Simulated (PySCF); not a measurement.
Computed shifts of a molecule C4H8S, HF/pcSseg-1 (PySCF), GIAO, gas phase, equivalent atoms averaged, in ppm (number of nuclei): ¹³C: 36.3 (2), 36.2 (1), 24.3 (1). ¹H: 3.20 (1), 3.10 (2), 2.93 (2), 1.31 (3). References: ¹³C against TMS (σ = 192.6 ppm); ³³S against H2S (σ = 725.2 ppm); ¹H against TMS (σ = 31.99 ppm), references at their B3LYP-D3(BJ)/def2-TZVP geometries, non-relativistic. Geometry optimised at ωB97X-D3(BJ)/def2-SVP. Other conformers were not sampled.

Task: Which structure fits?
(A) CSC1CC1
(B) C[C@@H]1C[C@H]1S
(C) C[C@H]1CCS1
(D) CC1CSC1

Result: D, CC1CSC1
